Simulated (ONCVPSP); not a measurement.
An all-electron radial function and its pseudo partner (Li)

Columns: radius, all-electron u(r) and pseudo u(r) of the 1s shell (level -55.76 eV) of lithium in the configuration 1s2 2s0.5; PBE, scalar-relativistic, ONCV scheme, ONCVPSP 4.0.1.

```json
{"r (bohr)": "0.062", "all-electron": "0.4792", "pseudo": "0.2603"}
{"r (bohr)": "0.125", "all-electron": "0.8011", "pseudo": "0.5108"}
{"r (bohr)": "0.188", "all-electron": "1.0022", "pseudo": "0.7347"}
{"r (bohr)": "0.250", "all-electron": "1.1150", "pseudo": "0.9191"}
{"r (bohr)": "0.312", "all-electron": "1.1675", "pseudo": "1.0613"}
{"r (bohr)": "0.375", "all-electron": "1.1776", "pseudo": "1.1601"}
{"r (bohr)": "0.438", "all-electron": "1.1574", "pseudo": "1.2129"}
{"r (bohr)": "0.500", "all-electron": "1.1174", "pseudo": "1.2230"}
{"r (bohr)": "0.562", "all-electron": "1.0646", "pseudo": "1.1972"}
{"r (bohr)": "0.625", "all-electron": "1.0030", "pseudo": "1.1411"}
{"r (bohr)": "0.688", "all-electron": "0.9371", "pseudo": "1.0635"}
{"r (bohr)": "0.750", "all-electron": "0.8707", "pseudo": "0.9747"}
{"r (bohr)": "0.812", "all-electron": "0.8048", "pseudo": "0.8816"}
{"r (bohr)": "0.875", "all-electron": "0.7397", "pseudo": "0.7895"}
{"r (bohr)": "0.938", "all-electron": "0.6772", "pseudo": "0.7051"}
{"r (bohr)": "1.000", "all-electron": "0.6190", "pseudo": "0.6320"}
{"r (bohr)": "1.062", "all-electron": "0.5643", "pseudo": "0.5688"}
{"r (bohr)": "1.125", "all-electron": "0.5124", "pseudo": "0.5133"}
{"r (bohr)": "1.188", "all-electron": "0.4644", "pseudo": "0.4644"}
{"r (bohr)": "1.250", "all-electron": "0.4207", "pseudo": "0.4207"}
{"r (bohr)": "1.312", "all-electron": "0.3806", "pseudo": "0.3806"}
{"r (bohr)": "1.375", "all-electron": "0.3432", "pseudo": "0.3432"}
{"r (bohr)": "1.438", "all-electron": "0.3091", "pseudo": "0.3091"}
{"r (bohr)": "1.500", "all-electron": "0.2785", "pseudo": "0.2785"}
{"r (bohr)": "1.562", "all-electron": "0.2507", "pseudo": "0.2506"}
{"r (bohr)": "1.625", "all-electron": "0.2249", "pseudo": "0.2249"}
```

Question: How many radial nodes do the two functions have?

Answer: The all-electron 1s function has n − l − 1 = 0; the pseudo-wave has 0.

Question: At about which radius was the pseudo-wave matched?

Answer: 1.25 bohr, where the columns begin to agree (steps of 0.06 bohr).

Question: Is the pseudo-wave norm-conserving?

Answer: Yes: the ONCV scheme keeps the norm inside the radius equal to the all-electron one, which fixes the energy derivative of the logarithmic derivative at the level.
